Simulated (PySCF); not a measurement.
Compound: C₈H₉BCl₂.
Numbering: `[CH:1]#[C:2][C@@H:3]1[C@H:4]2[CH2:5][CH2:6][C@H:7]2[C@H:8]1[B:9]([Cl:10])[Cl:11]` (hydrogens: H12 on C1; H13 on C3; H14 on C4; H15, H16 on C5; H17, H18 on C6; H19 on C7; H20 on C8)

Geometry (PBE0-D3(BJ)/def2-SVP, Å), atoms numbered from 1 in this order:
```
atom  x, y, z in Å
C1    -0.805    2.665   -2.219
C2    -0.579    1.610   -1.666
C3    -0.292    0.364   -0.985
C4    -0.708    0.278    0.512
C5    -1.133   -1.127    0.973
C6     0.338   -1.456    1.326
C7     0.762   -0.030    0.909
C8     1.198    0.152   -0.572
B9     2.059   -0.992   -1.186
Cl10   1.478   -2.019   -2.483
Cl11   3.650   -1.317   -0.523
H12   -1.011    3.595   -2.715
H13   -0.694   -0.473   -1.580
H14   -1.262    1.144    0.897
H15   -1.798   -1.115    1.848
H16   -1.602   -1.753    0.198
H17    0.800   -2.280    0.759
H18    0.501   -1.664    2.393
H19    1.321    0.556    1.651
H20    1.760    1.095   -0.676
```

Level of theory: PBE0-D3(BJ)/def2-SVP geometry optimisation, gas phase (PySCF).

Take the most abundant isotopes and a rigid rotor. The values belong to one conformer with, in the numbering `[CH:1]#[C:2][C@@H:3]1[C@H:4]2[CH2:5][CH2:6][C@H:7]2[C@H:8]1[B:9]([Cl:10])[Cl:11]`, C7–C8–B9–Cl10 114°.

(1) What are A, B and C (cm⁻¹)?

(2) Classify the top.

(3) Is it planar, by Δ = Ic − Ia − Ib?

(4) Predict some low-J microwave lines.

(5) Estimate the classical rotational partition function at 100 K, 200 K and 500 K.

Results:

(1) Ia = 494.02, Ib = 814.92, Ic = 984.64 u·Å²; 505379 MHz·u·Å²/I gives 1023, 620.2 and 513.3 MHz, that is A = 0.03412, B = 0.02069, C = 0.01712 cm⁻¹.

(2) An asymmetric top: κ = (2 × 620.2 − 1023 − 513.3)/(1023 − 513.3) = -0.58.

(3) Not planar: Δ = Ic − Ia − Ib = -324.29 u·Å². For a rigid frame Δ = −2 Σ m c², so Σ m c² = 162.15 u·Å² lies off the ab plane: 16.31 from hydrogen and 145.84 from heavier atoms. The atom farthest from that plane is 2.14 Å away.

(4) The dipole components are |μa| = 0.84 D, |μb| = 1.10 D, |μc| = 0.30 D. The squared components, which scale the intensities, stand as 0.59 : 1.00 : 0.08 (a : b : c). Some lines, for components of 0.1 D or more:

```
type  branch         J(Ka,Kc)   MHz  lower level (cm⁻¹)
   c       Q  2(1,2) ← 2(0,2)   315               0.113
   c       Q  1(1,1) ← 1(0,1)   403               0.038
   b       Q  1(1,0) ← 1(0,1)   510               0.038
   b       Q  2(1,1) ← 2(0,2)   635               0.113
   b       R  1(1,1) ← 0(0,0)  1536               0.000
   c       R  1(1,0) ← 0(0,0)  1643               0.000
   a       R  2(1,1) ← 1(1,0)  2374               0.055
   c       R  2(1,1) ← 1(0,1)  2883               0.038
   b       R  2(2,1) ← 1(1,0)  3582               0.055
   c       R  2(2,1) ← 1(1,1)  3689               0.051
```

(5) Point group C1, symmetry number σ = 1; q = (√π/σ)·√((kT/h)³/(ABC)), k/h = 20836.6 MHz/K: 295000 at 100 K, 836000 at 200 K, 3300000 at 500 K.

No PBE0-D3(BJ)/def2-SVP frequencies stand behind this structure, so it isn't proved a minimum. No vibrational averaging or centrifugal distortion is included, and the geometry carries the error of its method. Quadrupole hyperfine structure (11B, 35Cl) is left out.
